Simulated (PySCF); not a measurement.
**Frontier orbitals and the lowest excitations**

Species: C6H9NS.
Z-matrix (Å and degrees, GFN2-xTB geometry), rows numbered from 1:
```
C 
C   1  1.5229
C   2  1.5365  1  112.17
C   3  1.4871  2  111.64  1   -64.50
C   4  1.3694  3  129.09  2   -76.47
C   5  1.4066  4  110.45  3   178.05
N   6  1.3065  5  116.13  4    -0.08
S   7  1.6302  6  110.80  5     0.01
H   1  1.0875  2  110.83  3    62.49
H   1  1.0879  2  110.57  3   -57.68
H   1  1.0872  2  110.34  3  -177.63
H   2  1.0917  1  109.49  3   120.43
H   2  1.0919  1  109.60  3  -121.39
H   3  1.0934  2  108.90  1   175.01
H   3  1.0916  2  109.19  1    56.84
H   5  1.0745  4  124.85  3    -2.31
H   6  1.0767  5  125.39  4   179.93
```

Theory: TDDFT PBE0/def2-SVPD, vertical, gas phase, core orbitals frozen in the response in PySCF.

Frontier orbitals with the atoms that hold most of them (Löwdin shares over 4%, at most four atoms; ? is withheld):

```csv
orbital,ε (eV),atoms
HOMO-3,-9.70,"C2 23%, C1 17%, H12 11%, H13 9%"
HOMO-2,-8.11,"N7 61%, C6 10%, S8 10%, C4 6%"
HOMO-1,-7.52,?
HOMO,?,"N7 24%, C4 21%, S8 20%, C6 15%"
LUMO,-0.85,?
LUMO+1,0.26,"S8 57%, N7 10%, C4 7%, H15 7%"
LUMO+2,0.65,"S8 15%, C5 10%, C2 10%, C1 8%"
```

**Question.** Which atoms hold the HOMO-1, and with what shares?

**Answer.** S8 (bonded to C and N) 29%; C5 (bonded to 2 C and H) 29%; C6 (bonded to C, N and H) 13%; C4 (bonded to 2 C and S) 12%. By element: carbon 53% or more, sulfur 29%.

**Question.** Which atoms hold the LUMO, and with what shares?

**Answer.** S8 (bonded to C and N) 23%; C4 (bonded to 2 C and S) 22%; N7 (bonded to C and S) 19%; C6 (bonded to C, N and H) 12%. By element: carbon 34% or more, sulfur 23%, nitrogen 19%.

**Question.** What is the HOMO energy, and the HOMO–LUMO gap?

**Answer.** ε(HOMO) = -7.46 eV; the gap is 6.61 eV (0.2429 hartree).

**Question.** How does S1 compare with the orbital gap of 6.61 eV?

**Answer.** S1 is at 5.56 eV (f = 0.0019), 1.05 eV below the gap, made of HOMO-2→LUMO (96%). Its leading pair isn't HOMO and LUMO; the energies of that pair differ by 7.26 eV. 

**Question.** One configuration dominates each of S1, S2, S3 and S6. Which, and how do the shares of the two leading atoms of either orbital change from the occupied to the empty one?

**Answer.** 
- S1 (5.56 eV, f 0.0019), HOMO-2→LUMO (96%): N7 61% → 19%, C6 10% → 12%, S8 10% → 23%, C4 6% → 22%
- S2 (5.79 eV, f 0.099), HOMO-1→LUMO (74%): S8 29% → 23%, C5 29% → at most 13%, C4 12% → 22%
- S3 (5.88 eV, f 0.111), HOMO→LUMO (76%): N7 24% → 19%, C4 21% → 22%, S8 20% → 23%
- S6 (6.91 eV, f 0.0021), HOMO-2→LUMO+1 (88%): N7 61% → 10%, C6 10% → at most 7%, S8 10% → 57%

One conformer stands for the species.
